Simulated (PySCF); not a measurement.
Br₂ClIn. Atoms are numbered in the order given.

```xyz
4

In     0.0000     0.0000    -0.3324
Cl     0.0000     0.0000    -2.6755
Br     0.0000     2.1576     0.8825
Br     0.0000    -2.1576     0.8825
```

The structure is a stationary point at B3LYP-D3(BJ)/def2-SVP. The structure was generated by enumeration; whether it is a known compound was not checked. The def2 effective core potentials stand for the cores of In; spin–orbit coupling is left out.

All values below come from PySCF 2.14.0 with TDA-PBE/def2-SVPD.

Vertical excitations. Isolated molecule, no solvent. State labels are in the subgroup C2v.

```json
[
 {"state": "S1", "symmetry": "B2", "energy (eV)": "3.54", "λ (nm)": "350", "f": "0.004", "main pairs": "HOMO→LUMO 99 %"},
 {"state": "S2", "symmetry": "A2", "energy (eV)": "3.66", "λ (nm)": "339", "f": "0.000", "main pairs": "HOMO−1→LUMO 100 %"},
 {"state": "S3", "symmetry": "A1", "energy (eV)": "3.75", "λ (nm)": "330", "f": "0.025", "main pairs": "HOMO−2→LUMO 97 %"},
 {"state": "S4", "symmetry": "B1", "energy (eV)": "3.83", "λ (nm)": "323", "f": "0.003", "main pairs": "HOMO−3→LUMO 100 %"},
 {"state": "S5", "symmetry": "B2", "energy (eV)": "4.05", "λ (nm)": "306", "f": "0.033", "main pairs": "HOMO−4→LUMO 94 %"},
 {"state": "S6", "symmetry": "B1", "energy (eV)": "4.34", "λ (nm)": "285", "f": "0.017", "main pairs": "HOMO−5→LUMO 99 %"},
 {"state": "S7", "symmetry": "A2", "energy (eV)": "4.84", "λ (nm)": "256", "f": "0.000", "main pairs": "HOMO→LUMO+1 100 %"},
 {"state": "S8", "symmetry": "B1", "energy (eV)": "5.00", "λ (nm)": "248", "f": "0.000", "main pairs": "HOMO−2→LUMO+1 100 %"},
 {"state": "S9", "symmetry": "B2", "energy (eV)": "5.09", "λ (nm)": "244", "f": "0.001", "main pairs": "HOMO−1→LUMO+1 75 %, HOMO−6→LUMO 24 %"},
 {"state": "S10", "symmetry": "A1", "energy (eV)": "5.26", "λ (nm)": "236", "f": "0.000", "main pairs": "HOMO−3→LUMO+1 74 %, HOMO−7→LUMO 24 %"},
 {"state": "T1", "symmetry": "B2", "energy (eV)": "3.23", "λ (nm)": "383", "f": "0", "main pairs": "HOMO→LUMO 100 %"},
 {"state": "T2", "symmetry": "A1", "energy (eV)": "3.38", "λ (nm)": "367", "f": "0", "main pairs": "HOMO−2→LUMO 100 %"},
 {"state": "T3", "symmetry": "A2", "energy (eV)": "3.38", "λ (nm)": "367", "f": "0", "main pairs": "HOMO−1→LUMO 100 %"},
 {"state": "T4", "symmetry": "B1", "energy (eV)": "3.54", "λ (nm)": "350", "f": "0", "main pairs": "HOMO−3→LUMO 100 %"}
]
```
Triplets are in the Tamm–Dancoff approximation.
